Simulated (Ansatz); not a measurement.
The cluster Si2B8⁻. The state is a doublet with charge -1. Geometry PBE-D4/def2-SVP, that of the neutral singlet; atoms count from 1.

```xyz
10

B     1.053   -0.090    2.214
B    -0.391    0.036   -0.747
B     1.283   -0.213   -0.745
B    -1.457    0.243    0.846
B    -1.371    0.143   -2.029
B    -0.493    0.137    2.121
B    -2.067    0.288   -0.635
B     0.445   -0.044    0.716
Si    0.532   -0.158   -2.562
Si    2.466   -0.343    0.822
```

The structure comes from a short search, and lower isomers may exist.

(1) Estimate the Mulliken populations from the PBE0/def2-TZVP orbitals of Ansatz.

(2) Where does the spin sit?

(3) And the Mayer bond orders between bonded heavy atoms (over 0.3)?

Answers

(1) 
```csv
atom,charge (e),spin (α − β)
B1,-0.31,0.25
B2,0.26,0.01
B3,-0.24,0.23
B4,0.08,0.09
B5,-0.31,0.25
B6,-0.19,-0.07
B7,-0.19,-0.07
B8,0.26,0.01
Si9,-0.19,0.15
Si10,-0.19,0.15
```
Mulliken values and Mayer orders depend strongly on the basis.

(2) Summed by element: B 0.71, Si 0.29, of 1 unpaired in all. Largest on single atoms: B1 0.25, B5 0.25, B3 0.23.

(3) B1–B6 1.46 (1.57 Å); B1–B8 0.57 (1.62 Å); B1–Si10 1.16 (2.00 Å); B2–B3 0.51 (1.69 Å); B2–B4 0.39 (1.93 Å); B2–B5 0.57 (1.62 Å); B2–B7 0.61 (1.70 Å); B2–B8 0.72 (1.69 Å); B2–Si9 0.67 (2.05 Å); B3–B8 0.51 (1.69 Å); B3–Si9 1.24 (1.97 Å); B3–Si10 1.24 (1.97 Å); B4–B6 1.14 (1.60 Å); B4–B7 1.14 (1.60 Å); B4–B8 0.39 (1.93 Å); B5–B7 1.46 (1.57 Å); B5–Si9 1.16 (2.00 Å); B6–B8 0.61 (1.70 Å); B8–Si10 0.67 (2.05 Å).
